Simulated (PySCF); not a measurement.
dilithium (Li$_{2}$), singlet, geometry from GFN2-xTB (such geometries of metal compounds can be far from the true shape); PBE0/6-31G*, TDDFT (PySCF).

The PySCF input:
```python
from pyscf import gto, scf, dft, tdscf

mol = gto.Mole()
mol.atom = '''
    Li   -0.00000000   -0.00000000   -1.14955939
    Li    0.00000000    0.00000000    1.14955939
'''
mol.basis = '6-31g*'
mol.verbose = 4
mol.build()

mf = dft.RKS(mol)
mf.xc = 'pbe0'
mf.kernel()
td = mf.TDDFT()
td.nstates = 5
td.kernel()
td.analyze()
```

The log (banner, timings and long lists left out):

```
PySCF version 2.14.0

[INPUT] verbose = 4
[INPUT] num. atoms = 2
[INPUT] num. electrons = 6
[INPUT] charge = 0
[INPUT] spin (= nelec alpha-beta = 2S) = 0
[INPUT] symmetry False subgroup None
[INPUT] Mole.unit = angstrom
[INPUT] Symbol           X                Y                Z      unit          X                Y                Z       unit  Magmom
[INPUT]  1 Li     0.000000000000   0.000000000000  -1.149559390000 AA    0.000000000000   0.000000000000  -2.172352411022 Bohr   0.0
[INPUT]  2 Li     0.000000000000   0.000000000000   1.149559390000 AA    0.000000000000   0.000000000000   2.172352411022 Bohr   0.0

nuclear repulsion = 2.07148710180167
number of shells = 12
number of NR pGTOs = 54
number of NR cGTOs = 28
basis = 6-31g*
ecp = {}

******** <class 'pyscf.dft.rks.RKS'> ********
method = RKS
initial guess = minao
damping factor = 0
level_shift factor = 0
DIIS = <class 'pyscf.scf.diis.CDIIS'>
diis_start_cycle = 1
diis_space = 8
diis_damp = 0
SCF conv_tol = 1e-09
SCF conv_tol_grad = None
SCF max_cycles = 50
direct_scf = True
direct_scf_tol = 1e-13
XC library pyscf.dft.libxc version 7.1.2
    S. Lehtola, C. Steigemann, M. J. T. Oliveira, and M. A. L. Marques,  SoftwareX 7, 1–5 (2018)
XC functionals = pbe0
    C. Adamo and V. Barone,  J. Chem. Phys. 110, 6158 (1999)
    M. Ernzerhof and G. E. Scuseria,  J. Chem. Phys. 110, 5029 (1999)
radial grids:
    Treutler-Ahlrichs [JCP 102, 346 (1995); DOI:10.1063/1.469408] (M4) radial grids

becke partition: Becke, JCP 88, 2547 (1988); DOI:10.1063/1.454033
pruning grids: <function nwchem_prune>
grids dens level: 3
symmetrized grids: False
atomic radii adjust function: <function treutler_atomic_radii_adjust>
small_rho_cutoff = 0
Set gradient conv threshold to 3.16228e-05
Initial guess from minao.
tot grids = 27448
init E= -14.943170624716
  HOMO = -0.166427115182139  LUMO = -0.0645909764296166  gap/eV = 2.77110
cycle= 1 E= -14.9515495009065  delta_E= -0.00838  |g|= 0.0388  |ddm|= 0.678
  HOMO = -0.133269802951334  LUMO = -0.035155071375353  gap/eV = 2.66984
cycle= 2 E= -14.9525365972061  delta_E= -0.000987  |g|= 0.00759  |ddm|= 0.175
  HOMO = -0.14150508526609  LUMO = -0.0398542139279823  gap/eV = 2.76606
cycle= 3 E= -14.9525845466658  delta_E= -4.79e-05  |g|= 0.000213  |ddm|= 0.0327
  HOMO = -0.141305817139689  LUMO = -0.0396635878422777  gap/eV = 2.76583
cycle= 4 E= -14.9525845882088  delta_E= -4.15e-08  |g|= 1.99e-05  |ddm|= 0.000946
  HOMO = -0.141290075424926  LUMO = -0.0396471421699021  gap/eV = 2.76585
cycle= 5 E= -14.9525845891082  delta_E= -8.99e-10  |g|= 1.65e-06  |ddm|= 0.000172
  HOMO = -0.141291897186872  LUMO = -0.0396479358718373  gap/eV = 2.76587
Extra cycle  E= -14.9525845891147  delta_E= -6.53e-12  |g|= 5.38e-07  |ddm|= 9.09e-06
converged SCF energy = -14.9525845891147

******** <class 'pyscf.tdscf.rks.TDDFT'> for <class 'pyscf.dft.rks.RKS'> ********
nstates = 5 singlet
deg_eia_thresh = 1.000e-03
wfnsym = None
conv_tol = 1e-05
eigh lindep = 1e-12
eigh level_shift = 0
eigh max_cycle = 100

Excitation energies (eV)
[2.26094388 2.75251407 2.75251407 3.17876195 3.67399076]

** Singlet excitation energies and oscillator strengths **
Excited State   1:      2.26094 eV    548.37 nm  f=0.4802
       3 -> 4         0.71148
Excited State   2:      2.75251 eV    450.44 nm  f=0.4876
       3 -> 5         0.11914
       3 -> 6        -0.70536
Excited State   3:      2.75251 eV    450.44 nm  f=0.4876
       3 -> 5        -0.70536
       3 -> 6        -0.11914
Excited State   4:      3.17876 eV    390.04 nm  f=0.0000
       3 -> 7        -0.70315
Excited State   5:      3.67399 eV    337.46 nm  f=0.0000
       3 -> 9         0.70691

** Transition electric dipole moments (AU) **
state          X           Y           Z        Dip. S.      Osc.
  1        -0.0000     -0.0000      2.9443      8.6689      0.4802
  2        -2.2572     -1.4612     -0.0000      7.2301      0.4876
  3         1.4612     -2.2572     -0.0000      7.2301      0.4876
  4         0.0000     -0.0000      0.0000      0.0000      0.0000
  5        -0.0000      0.0000     -0.0000      0.0000      0.0000

** Transition velocity dipole moments (imaginary part, AU) **
state          X           Y           Z        Dip. S.      Osc.
  1        -0.0000     -0.0000      0.2488      0.0619      0.4965
  2        -0.2526     -0.1635     -0.0000      0.0906      0.5968
  3         0.1635     -0.2526      0.0000      0.0906      0.5968
  4         0.0000     -0.0000     -0.0000      0.0000      0.0000
  5        -0.0000      0.0000      0.0000      0.0000      0.0000

** Transition magnetic dipole moments (imaginary part, AU) **
state          X           Y           Z
  1         0.0000      0.0000      0.0000
  2        -0.0000     -0.0000      0.0000
  3         0.0000     -0.0000      0.0000
  4        -0.0000      0.0000     -0.0000
  5         0.0033     -0.0104      0.0000
```
